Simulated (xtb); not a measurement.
C7H8, charge +1, doublet, geometry from GFN2-xTB (a state made from the parent by changing its charge; the spin is typed, not shown lowest); GFN2-xTB (xtb 6.7.1).

The xtb input:
```
$ xtb mol.xyz --gfn 2 --chrg 1 --uhf 1 --acc 30 --json

# file mol.xyz
15

C     -2.36714135    -0.08202114     0.06102383
C     -0.90987217    -0.04047144    -0.05152210
C     -0.14530900    -1.22598770     0.11487862
C      1.22203814    -1.15805312     0.21005963
C      1.86717291     0.07535323     0.03053098
C      1.13056670     1.25881372    -0.13478812
C     -0.23711338     1.19682326    -0.23090456
H     -2.79625964     0.87139746     0.36669162
H     -2.71835841    -0.89810262     0.69316527
H     -2.76997922    -0.29345925    -0.94243784
H     -0.65375911    -2.17531624     0.20023922
H      1.80336128    -2.05208795     0.37845672
H      2.94532487     0.10371484    -0.05692621
H      1.64256067     2.20484027    -0.22732252
H     -0.81494145     2.09227255    -0.40753601
```

Output, abridged:

```
   ID    Z sym.   atoms
    1    6 C      1-7
    2    1 H      8-15

           -------------------------------------------------
          |                Calculation Setup                |
           -------------------------------------------------

           -------------------------------------------------
          |                 G F N 2 - x T B                 |
           -------------------------------------------------

          ...................................................
          :                      SETUP                      :
          :.................................................:
          :  # basis functions                  36          :
          :  # atomic orbitals                  36          :
          :  # shells                           22          :
          :  # electrons                        35          :
          :  max. iterations                   250          :
          :  Hamiltonian                  GFN2-xTB          :
          :  restarted?                      false          :
          :  GBSA solvation                  false          :
          :  PC potential                    false          :
          :  electronic temp.          300.0000000     K    :
          :  accuracy                   30.0000000          :
          :  -> integral cutoff          0.2000000E+02      :
          :  -> integral neglect         0.3000000E-06      :
          :  -> SCF convergence          0.3000000E-04 Eh   :
          :  -> wf. convergence          0.3000000E-02 e    :
          :  Broyden damping             0.4000000          :
          :  net charge                          1          :
          :  unpaired electrons                  1          :
          ...................................................

 iter      E             dE          RMSdq      gap      omega  full diag
   1    -18.8792665 -0.188793E+02  0.536E+00    4.29       0.0  T
   2    -18.9016309 -0.223644E-01  0.309E+00    4.11       1.0  T
   3    -18.8898818  0.117491E-01  0.143E+00    4.25       1.0  T
   4    -18.9067818 -0.169000E-01  0.207E-01    4.15       1.0  T
   5    -18.9066144  0.167378E-03  0.199E-01    4.14       1.0  T
   6    -18.9073999 -0.785450E-03  0.398E-02    4.15       1.0  T
   7    -18.9073991  0.717771E-06  0.135E-02    4.15       1.9  T
   8    -18.9074006 -0.149055E-05  0.423E-03    4.15       6.1  T

   *** convergence criteria satisfied after 8 iterations ***

         :::::::::::::::::::::::::::::::::::::::::::::::::::::
         ::                     SUMMARY                     ::
         :::::::::::::::::::::::::::::::::::::::::::::::::::::
         :: total energy             -18.554665726700 Eh    ::
         :: gradient norm              0.000105555431 Eh/a0 ::
         :: HOMO-LUMO gap              4.151927213292 eV    ::
         ::.................................................::
         :: SCC energy               -18.907381951287 Eh    ::
         :: -> isotropic ES            0.090932285076 Eh    ::
         :: -> anisotropic ES         -0.019260758741 Eh    ::
         :: -> anisotropic XC          0.017986774929 Eh    ::
         :: -> dispersion             -0.009164001693 Eh    ::
         :: repulsion energy           0.352716224586 Eh    ::
         :: add. restraining           0.000000000000 Eh    ::
         :: total charge               1.000000000000 e     ::
         :::::::::::::::::::::::::::::::::::::::::::::::::::::

           -------------------------------------------------
          |                Property Printout                |
           -------------------------------------------------

    * Orbital Energies and Occupations

         #    Occupation            Energy/Eh            Energy/eV
      -------------------------------------------------------------
         1        2.0000           -0.8588931             -23.3717
       ...           ...                  ...                  ...
[...]
        25                         -0.0289619              -0.7881
        26                         -0.0143645              -0.3909
        27                         -0.0017921              -0.0488
        28                         -0.0001900              -0.0052
        29                          0.0173601               0.4724
       ...                                ...                  ...
        36                          0.4387602              11.9393
      -------------------------------------------------------------
                  HL-Gap            0.1525805 Eh            4.1519 eV
             Fermi-level           -0.5623842 Eh          -15.3033 eV

     #   Z          covCN         q      C6AA      α(0)
     1   6 C        3.759    -0.130    23.040     6.843
     2   6 C        2.964     0.094    25.914     8.350
     3   6 C        2.915    -0.002    28.073     8.688
     4   6 C        2.908     0.005    27.919     8.664
     5   6 C        2.920     0.039    27.120     8.540
     6   6 C        2.908     0.005    27.911     8.663
     7   6 C        2.915    -0.002    28.069     8.688
     8   1 H        0.925     0.121     1.605     1.981
     9   1 H        0.924     0.125     1.573     1.961
    10   1 H        0.923     0.178     1.220     1.727
    11   1 H        0.926     0.108     1.710     2.045
    12   1 H        0.926     0.112     1.676     2.025
    13   1 H        0.925     0.125     1.576     1.963
    14   1 H        0.926     0.113     1.674     2.023
    15   1 H        0.926     0.108     1.709     2.045

 Mol. C6AA /au·bohr⁶  :       2144.905238
 Mol. C8AA /au·bohr⁸  :      52860.088651
 Mol. α(0) /au        :         74.206016

Wiberg/Mayer (AO) data.
largest (>0.10) Wiberg bond orders for each atom

 ---------------------------------------------------------------------------
     #   Z sym  total        # sym  WBO       # sym  WBO       # sym  WBO
 ---------------------------------------------------------------------------
     1   6 C    3.972 --     2 C    1.149     8 H    0.950     9 H    0.941
                            10 H    0.824
     2   6 C    3.905 --     7 C    1.257     3 C    1.254     1 C    1.149
     3   6 C    3.966 --     4 C    1.542     2 C    1.254    11 H    0.954
     4   6 C    3.975 --     3 C    1.542     5 C    1.326    12 H    0.954
     5   6 C    3.874 --     4 C    1.326     6 C    1.325    13 H    0.948
     6   6 C    3.975 --     7 C    1.542     5 C    1.325    14 H    0.954
     7   6 C    3.966 --     6 C    1.542     2 C    1.257    15 H    0.954
     8   1 H    0.984 --     1 C    0.950
     9   1 H    0.983 --     1 C    0.941
    10   1 H    0.960 --     1 C    0.824
    11   1 H    0.988 --     3 C    0.954
    12   1 H    0.987 --     4 C    0.954
    13   1 H    0.980 --     5 C    0.948
    14   1 H    0.987 --     6 C    0.954
    15   1 H    0.988 --     7 C    0.954
 ---------------------------------------------------------------------------

Topologies differ in total number of bonds
Writing topology from bond orders to xtbtopo.mol

molecular dipole:
                 x           y           z       tot (Debye)
 q only:       -0.507      -0.050      -0.113
   full:       -0.478      -0.055      -0.135       1.270
molecular quadrupole (traceless):
                xx          xy          yy          xz          yz          zz
 q only:       11.969       0.741      -0.768       0.885      -1.471     -11.201
  q+dip:       13.514       0.821       0.800       1.229      -2.135     -14.314
   full:       11.889       0.807      -0.894       1.101      -1.410     -10.995

           -------------------------------------------------
          | TOTAL ENERGY              -18.554665726700 Eh   |
          | GRADIENT NORM               0.000105555431 Eh/α |
          | HOMO-LUMO GAP               4.151927213292 eV   |
           -------------------------------------------------

normal termination of xtb
```
